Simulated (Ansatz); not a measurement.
C$_{2}$H$_{8}$BN, relaxed with RKS PBE-D4/def2-SVP in Ansatz from a rough embedded geometry. The force threshold is 0.03 eV/Å; the program also tests the step.

Charge 0, multiplicity 1. The bonds changed during the relaxation, so this is another structure than the one it started from.

Start:

```xyz
12

B    -0.301    0.429    1.939
C    -0.344   -0.317    0.597
N     0.357    0.468   -0.378
C     0.199   -0.057   -1.783
H    -1.344    0.729    2.523
H     0.706    0.671    2.541
H    -1.410   -0.429    0.283
H     0.116   -1.278    0.687
H     1.419    0.512   -0.159
H    -0.829   -0.099   -2.037
H     0.636   -1.146   -1.733
H     0.796    0.518   -2.480
```

Task: By how much does the energy fall, and how many steps does the optimiser take? (Estimate.)

Result: Ansatz gave: 0.88 eV, in 38 steps, 4 of them rejected.

Task: Which bonds change most? (Best estimate.)

Result: The calculation gave: B1–H8 from 2.158 to 1.247 Å; C2–N3 from 1.435 to 1.318 Å; C4–H11 from 1.174 to 1.110 Å; N3–H9 from 1.085 to 1.030 Å.

Task: Give the relaxed structure. (An estimate is asked.)

Result: The calculation gave: 
```xyz
12

B    -0.244    0.091    1.962
C    -0.461   -0.125    0.443
N     0.436    0.123   -0.491
C     0.311   -0.060   -1.927
H    -1.186    0.805    2.351
H     0.881    0.540    2.213
H    -1.411   -0.521    0.023
H    -0.485   -1.012    2.491
H     1.333    0.489   -0.141
H    -0.695   -0.457   -2.159
H     1.073   -0.775   -2.302
H     0.447    0.904   -2.462
```
